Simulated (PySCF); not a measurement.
C6H13N3Si.
Numbering: `[CH3:1][CH2:2][c:3]1[n:4][cH:5][n:6]([SiH:7]([CH3:8])[CH3:9])[n:10]1`

Cartesian coordinates in Å at the GFN2-xTB level; atoms count from 1:
```
atom  x, y, z in Å
C1     3.4700   -0.2060   -1.1758
C2     2.7375    0.8873   -0.3972
C3     1.5434    0.3273    0.2853
N4     1.6163   -0.3853    1.4416
C5     0.3749   -0.7114    1.6749
N6    -0.4455   -0.2318    0.7199
Si7   -2.1863   -0.3408    0.4291
C8    -2.4158   -1.3011   -1.1893
C9    -2.8391    1.4335    0.3046
N10    0.3196    0.4359   -0.1721
H11    3.7855   -0.9972   -0.5001
H12    4.3474    0.2054   -1.6694
H13    2.8136   -0.6341   -1.9302
H14    3.4049    1.3073    0.3569
H15    2.4111    1.6770   -1.0750
H16    0.0232   -1.2828    2.5089
H17   -2.6744   -1.0704    1.6072
H18   -1.8850   -0.8101   -2.0008
H19   -2.0315   -2.3145   -1.1115
H20   -3.4635   -1.3641   -1.4658
H21   -2.3063    1.9785   -0.4704
H22   -2.7088    1.9766    1.2365
H23   -3.8961    1.4477    0.0581
```

NICS is the negative of the GIAO shielding at a point without a nucleus: at the ring centre (0) and 1 Å above and below it (1); zz is the component along the ring normal. Level: GIAO PBE0/pcSseg-1 (PySCF, non-relativistic, gas phase) on the GFN2-xTB geometry, one conformer.

Ring bond lengths (Å), with Mayer bond orders in brackets: C3–N4 1.360 (1.30), N4–C5 1.305 (1.61), C5–N6 1.347 (1.21), N6–N10 1.352 (1.14), N10–C3 1.311 (1.57).

Q: What do the NICS probes read (ppm)?

A: 
| ring | type | NICS(0) | NICS(1), two faces | NICS(1)zz, two faces | rms pucker (Å) | centre to ring atoms, mean (Å) |
| --- | --- | --- | --- | --- | --- | --- |
| C3–N4–C5–N6–N10 | 5-membered ring with 3 N; formal bonds all aromatic | -11.9 | -11.8 / -11.8 | -30.9 / -30.2 | 0.00 | 1.14 |

Q: What do they say, and how far can they be read as aromaticity?

A: 
- C3–N4–C5–N6–N10: mean NICS(1)zz -30.5 ppm, shielded. For a flat ring without four-coordinate atoms the NICS criterion counts such a value as aromatic.

Q: How equal are the bonds by HOMA? HOMA = 1 − mean of α(R − Ropt)² over the ring bonds, with Krygowski's 1993 parameters (CN: Ropt 1.334 Å, α 93.52 Å⁻²; NN: Ropt 1.309 Å, α 130.33 Å⁻²).

A: 
- C3–N4–C5–N6–N10: HOMA 0.91; the largest term is that of N6–N10, α(R − Ropt)² = 0.24. The geometric and the magnetic index point the same way.

Q: At the first NICS(1) probe listed for ring C3–N4–C5–N6–N10, 1 Å off the ring, what do the in-plane components average?

A: The isotropic value is a third of the trace: (3 × -11.8 − (-30.9))/2 = -2.3 ppm.

Q: How shielded are the nuclei of the rings and their hydrogens (means over atoms taken as equivalent)?

A: 
```csv
atoms,environment,σ isotropic (ppm)
C3,substituted aromatic carbon,11.8
N4,pyridine-type nitrogen,-24.8
C5,aromatic CH next to a ring nitrogen,33.0
N6,pyrrole-type nitrogen,27.2
N10,pyridine-type nitrogen,-57.2
H16,aromatic hydrogen,23.77
```

Time: 71 s wall (with the writing of density and orbital grids); peak memory 1.1 GiB. Hardware: one thread of an Arm Neoverse V1, no GPU, shared host with 32 logical CPUs at a one-minute load of 16. This is the whole shielding run at PBE0/pcSseg-1, SCF included.
